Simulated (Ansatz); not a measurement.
C3H7ClSi can be A, `CC1(Cl)C[SiH2]1`, or B, `[SiH3]C/C=C/Cl`.

Computed with Ansatz on PBE0-D4/def2-TZVP structures; ΔE is electronic, products minus reactants. CCSD(T)/CBS adds triple-zeta CCSD(T) − MP2 to the extrapolated MP2 energy (def2 sets, frozen cores). Functionals use def2-TZVPP. B3LYP here is the variant with VWN-RPA as its local correlation; programs differ in this. One conformer a species, not always the lowest.

A:

```xyz
12

C    -1.4756   -0.0362   -0.4469
C    -0.1170   -0.5089   -0.0160
Cl   -0.0612   -2.2719    0.2003
C     0.5747    0.2742    1.1091
Si    1.4588    0.3441   -0.5195
H    -2.2251   -0.2704    0.3162
H    -1.7759   -0.5045   -1.3853
H    -1.4679    1.0473   -0.5953
H     1.0137   -0.3234    1.9009
H     0.0242    1.1347    1.4794
H     1.3670    1.5715   -1.3398
H     2.6842   -0.4564   -0.7031
```

B:

```xyz
12

Si   -0.309    1.644    0.687
C    -0.587   -0.221    0.580
C    -0.106   -0.771   -0.717
C     0.976   -1.525   -0.842
Cl    1.545   -2.113   -2.356
H    -0.947    2.315   -0.477
H     1.147    1.936    0.675
H    -0.907    2.181    1.939
H    -1.660   -0.408    0.703
H    -0.077   -0.695    1.424
H    -0.665   -0.508   -1.611
H     1.590   -1.833   -0.005
```

Task: Which isomer does CCSD(T)/CBS put lower? Give the gap. (Best estimate.)

Result: Computed: B, by 37.1 kJ/mol.

Task: Give E(B) − E(A) in kJ/mol with HF/def2-TZVPP, PBE0-D4, CCSD(T)/def2-TZVPP, ωB97M-V, B3LYP, PBE-D4, B3LYP-D4. (An estimate is asked.)

Result: Computed: HF/def2-TZVPP -71.3, PBE0-D4 -28.7, CCSD(T)/def2-TZVPP -41.3, ωB97M-V -33.7, B3LYP -53.5, PBE-D4 -30.6, B3LYP-D4 -47.8. None reverses the order clearly.

Largest T1 diagnostic: 0.011.

The D4 term adds +5.6 kJ/mol with B3LYP and +2.6 kJ/mol with PBE0; it sums over pairs of atoms, weighted by their polarisabilities, and B3LYP, whose exchange is more repulsive, gets the larger term. In def2-TZVPP, CCSD(T) changes the Hartree–Fock value by +30.0 kJ/mol (the triples alone add +2.6 kJ/mol) and MP2 by +40.8 kJ/mol.
